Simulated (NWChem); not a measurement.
System meant: ZnNH₃S; SMILES [NH2][Zn][SH]

Here is an NWChem input.

```
start job
memory heap 200 mb stack 900 mb global 1100 mb
geometry units angstroms noautoz
  Zn     0.232270    -0.283986     0.007561
  N      0.419411    -2.088897    -0.000459
  H      0.139852    -2.599671    -0.833690
  H      0.092964    -2.612548     0.807326
  S      0.202361     1.889641     0.017405
  H     -1.148166     1.946409    -0.020394
end
basis spherical
  * library def2-svp
end
dft
  xc b3lyp
  iterations 4
  mulliken
end
task dft energy
```

End of the output:

```
    Atom       Charge   Shell Charges
 -----------   ------   -------------------------------------------------------
    1 Zn  30    29.50   2.00  2.00  1.95  0.65  0.20  5.99  5.91  0.84  7.75  2.20  0.00
    2 N    7     7.38   1.97  0.73  0.49  2.23  1.94  0.02
    3 H    1     0.95   0.60  0.23  0.13
    4 H    1     0.95   0.60  0.23  0.13
    5 S   16    16.17   2.00  1.95  1.00  0.72  5.81  1.89  2.75  0.05
    6 H    1     1.03   0.62  0.33  0.08

 center of mass
 --------------
 x =   0.02860076 y =   0.03216752 z =   0.00030686

 moments of inertia (a.u.)
 ------------------
         710.310849660159           0.000000000000          -0.000000000000
           0.000000000000          12.052502392587           0.000000000000
          -0.000000000000           0.000000000000         712.661964902933

     Multipole analysis of the density
     ---------------------------------

     L   x y z        total         alpha         beta         nuclear
     -   - - -        -----         -----         ----         -------
     0   0 0 0     -0.000000    -28.000000    -28.000000     56.000000

     1   1 0 0     -0.715183     -0.357592     -0.357592      0.000000
     1   0 1 0     -0.590391     -0.295196     -0.295196     -0.000000
     1   0 0 1     -0.001363     -0.000681     -0.000681     -0.000000

     2   2 0 0    -23.952270    -15.334285    -15.334285      6.716300
     2   1 1 0      0.515619      1.335938      1.335938     -2.156257
     2   1 0 1      0.002809     -0.001890     -0.001890      0.006589
     2   0 2 0    -28.186172   -206.056048   -206.056048    383.925925
     2   0 1 1      0.000543     -0.007129     -0.007129      0.014801
     2   0 0 2    -24.095354    -14.454101    -14.454101      4.812848

 ------------------------------------------------------------------------
 dft energy failed                                                                                  0
 ------------------------------------------------------------------------
 ------------------------------------------------------------------------
  current input line :
    19: task dft energy
 ------------------------------------------------------------------------
 ------------------------------------------------------------------------
 This type of error is most commonly associated with calculations not reaching convergence criteria
 ------------------------------------------------------------------------
 For more information see the NWChem manual at https://nwchemgit.github.io

0:dft energy failed:Received an Error in Communication
```

**Question.** Can this run be used? If not, why, and what is the fix?

**Answer.** Convergence was not reached. Cause: the SCF was allowed too few iterations. This input runs:
```
start job
memory heap 200 mb stack 900 mb global 1100 mb
geometry units angstroms noautoz
  Zn     0.232270    -0.283986     0.007561
  N      0.419411    -2.088897    -0.000459
  H      0.139852    -2.599671    -0.833690
  H      0.092964    -2.612548     0.807326
  S      0.202361     1.889641     0.017405
  H     -1.148166     1.946409    -0.020394
end
basis spherical
  * library def2-svp
end
dft
  xc b3lyp
  iterations 150
  mulliken
end
task dft energy
```
It converges to -2233.81792 Ha (B3LYP/def2-SVP).
